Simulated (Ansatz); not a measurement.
Potential energy curve for SiMg, lowest singlet found (which spin is the ground state isn't settled by this scan).

Level of theory: full CI/aug-cc-pVDZ, frozen core (Ansatz, a program for electronic structure).

### Question
Relative to R = 2.60 Å, what are the energies at R = 2.70, 3.14, 3.69, 5.54 Å?

### Answer
2.7 kJ/mol at 2.70 Å, 36.0 kJ/mol at 3.14 Å, 73.1 kJ/mol at 3.69 Å, 98.6 kJ/mol at 5.54 Å.

Also computed but left out beside FCI, since their determinant holds another spin at the minimum (<S²> over 0.7 above the pure value): UHF, UMP2, UCCSD, UCCSD(T), UCCSDT, UCCSDT(Q), UKS-PBE0, UKS-PBE, UKS-B3LYP/6-31G*, UHF/LANL2DZ, UMP2/3-21G, UKS-B3LYP/6-311+G**.
